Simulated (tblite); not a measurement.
Compound: CH₁₀O₂Si₃.
Numbering: `[CH3:1][SiH2:2][O:3][SiH2:4][O:5][SiH3:6]` (hydrogens: H7, H8, H9 on C1; H10, H11 on Si2; H12, H13 on Si4; H14, H15, H16 on Si6)

Computed with GFN2-xTB (tblite), gas phase: Langevin dynamics at 300 K from the optimised GFN2-xTB geometry, time step 0.5 fs, friction 0.01 fs⁻¹, 2000 steps. The instantaneous temperature is 2·E(kin)/(3Nk) with all 3N coordinates.

| t (fs) | T (K) | E(pot) above start (eV) | C1–Si2 (Å) | Si2–O3 (Å) | O3–Si4 (Å) | Si4–O5 (Å) | O5–Si6 (Å) | C1–H7 (Å) | C1–Si2–O3–Si4 (°) |
| --- | --- | --- | --- | --- | --- | --- | --- | --- | --- |
| 0 | 244 | 0.000 | 1.896 | 1.625 | 1.614 | 1.616 | 1.618 | 1.086 | -116 |
| 25 | 174 | 0.245 | 1.866 | 1.628 | 1.626 | 1.638 | 1.633 | 1.176 | -121 |
| 50 | 252 | 0.271 | 1.950 | 1.625 | 1.641 | 1.612 | 1.612 | 1.108 | -122 |
| 75 | 301 | 0.292 | 1.890 | 1.610 | 1.606 | 1.607 | 1.628 | 1.021 | -127 |
| 100 | 285 | 0.315 | 1.919 | 1.656 | 1.600 | 1.641 | 1.609 | 1.106 | -138 |
| 125 | 265 | 0.328 | 1.887 | 1.624 | 1.596 | 1.654 | 1.645 | 1.130 | -135 |
| 150 | 230 | 0.260 | 1.895 | 1.655 | 1.624 | 1.616 | 1.608 | 1.076 | -135 |
| 175 | 207 | 0.290 | 1.903 | 1.593 | 1.596 | 1.600 | 1.644 | 1.076 | -131 |
| 200 | 296 | 0.369 | 1.894 | 1.667 | 1.636 | 1.646 | 1.636 | 1.109 | -128 |
| 225 | 272 | 0.469 | 1.887 | 1.608 | 1.596 | 1.599 | 1.595 | 1.099 | -124 |
| 250 | 295 | 0.591 | 1.874 | 1.638 | 1.596 | 1.655 | 1.679 | 1.076 | -129 |
| 275 | 249 | 0.623 | 1.968 | 1.668 | 1.604 | 1.572 | 1.575 | 1.102 | -131 |
| 300 | 285 | 0.548 | 1.810 | 1.611 | 1.608 | 1.658 | 1.705 | 1.085 | -102 |
| 325 | 387 | 0.384 | 1.988 | 1.644 | 1.651 | 1.589 | 1.584 | 1.089 | -59 |
| 350 | 357 | 0.437 | 1.860 | 1.603 | 1.606 | 1.681 | 1.632 | 1.102 | -34 |
| 375 | 252 | 0.477 | 1.927 | 1.624 | 1.634 | 1.619 | 1.592 | 1.076 | -22 |
| 400 | 220 | 0.439 | 1.937 | 1.640 | 1.595 | 1.638 | 1.656 | 1.061 | -18 |
| 425 | 256 | 0.484 | 1.845 | 1.675 | 1.583 | 1.568 | 1.632 | 1.082 | -48 |
| 450 | 282 | 0.451 | 1.958 | 1.644 | 1.629 | 1.626 | 1.679 | 1.106 | -95 |
| 475 | 210 | 0.522 | 1.846 | 1.615 | 1.584 | 1.648 | 1.571 | 1.058 | -99 |
| 500 | 277 | 0.437 | 1.982 | 1.612 | 1.622 | 1.664 | 1.589 | 1.096 | -104 |
| 525 | 267 | 0.637 | 1.854 | 1.641 | 1.662 | 1.605 | 1.705 | 1.126 | -87 |
| 550 | 287 | 0.702 | 1.909 | 1.637 | 1.612 | 1.538 | 1.625 | 1.108 | -94 |
| 575 | 300 | 0.561 | 1.946 | 1.653 | 1.607 | 1.620 | 1.698 | 1.071 | -86 |
| 600 | 316 | 0.564 | 1.879 | 1.625 | 1.609 | 1.681 | 1.561 | 1.091 | -87 |
| 625 | 294 | 0.572 | 1.948 | 1.617 | 1.627 | 1.648 | 1.576 | 1.082 | -94 |
| 650 | 305 | 0.523 | 1.858 | 1.627 | 1.603 | 1.635 | 1.583 | 1.112 | -89 |
| 675 | 269 | 0.527 | 1.931 | 1.637 | 1.620 | 1.609 | 1.623 | 1.073 | -87 |
| 700 | 217 | 0.665 | 1.943 | 1.634 | 1.582 | 1.588 | 1.690 | 1.069 | -80 |
| 725 | 270 | 0.519 | 1.840 | 1.660 | 1.633 | 1.615 | 1.597 | 1.111 | -78 |
| 750 | 257 | 0.533 | 1.944 | 1.595 | 1.613 | 1.646 | 1.613 | 1.076 | -74 |
| 775 | 355 | 0.390 | 1.937 | 1.625 | 1.613 | 1.629 | 1.579 | 1.103 | -90 |
| 800 | 322 | 0.489 | 1.866 | 1.649 | 1.597 | 1.591 | 1.632 | 1.088 | -103 |
| 825 | 267 | 0.500 | 1.932 | 1.639 | 1.577 | 1.638 | 1.624 | 1.073 | -90 |
| 850 | 288 | 0.524 | 1.888 | 1.612 | 1.715 | 1.594 | 1.620 | 1.111 | -66 |
| 875 | 243 | 0.676 | 1.941 | 1.553 | 1.589 | 1.636 | 1.603 | 1.104 | -56 |
| 900 | 288 | 0.652 | 1.885 | 1.678 | 1.628 | 1.638 | 1.574 | 1.058 | -60 |
| 925 | 379 | 0.534 | 1.978 | 1.634 | 1.581 | 1.646 | 1.647 | 1.102 | -75 |
| 950 | 442 | 0.411 | 1.915 | 1.631 | 1.621 | 1.582 | 1.651 | 1.115 | -64 |
| 975 | 271 | 0.618 | 1.881 | 1.635 | 1.623 | 1.599 | 1.657 | 1.059 | -49 |
| 1000 | 269 | 0.688 | 1.930 | 1.630 | 1.641 | 1.600 | 1.617 | 1.066 | -41 |

**Question.** From 500 fs on, how do temperature and potential energy compare with equipartition?

**Answer.** The mean temperature of these 21 frames is 294 K against the target 300 K, and the mean potential energy 0.56 eV against 42 × kT/2 = 0.54 eV for 42 classical harmonic modes. For 16 atoms in a canonical ensemble the temperature itself scatters by T·√(2/(3N)) = 61 K; here its standard deviation is 48 K. The whole run lasts only 10 friction times of 100 fs, so these averages carry a wide statistical error.

**Question.** What are the kinetic and total energies of the listed frame with the highest potential energy?

**Answer.** The one at 550 fs, 0.702 eV above the start. Its kinetic energy is 3NkT/2 = 0.593 eV at 287 K, so the sum is 1.29 eV; over the listed frames the sum runs from 0.50 to 1.32 eV, since the thermostat adds and removes energy.

**Question.** How much do the listed bonds fluctuate from 500 fs on?

**Answer.** 
| bond | at the start (Å) | mean (Å) | standard deviation (Å) |
| --- | --- | --- | --- |
| C1–Si2 | 1.896 | 1.914 | 0.040 |
| Si2–O3 | 1.625 | 1.630 | 0.024 |
| O3–Si4 | 1.614 | 1.618 | 0.030 |
| Si4–O5 | 1.616 | 1.619 | 0.032 |
| O5–Si6 | 1.618 | 1.622 | 0.040 |
| C1–H7 | 1.086 | 1.090 | 0.020 |

The motion is classical and holds no zero-point motion.

What follows is the cost of the whole dynamics run. Hardware: one thread of an Arm Neoverse V2, no GPU, on a shared host. Cost: 12 s.
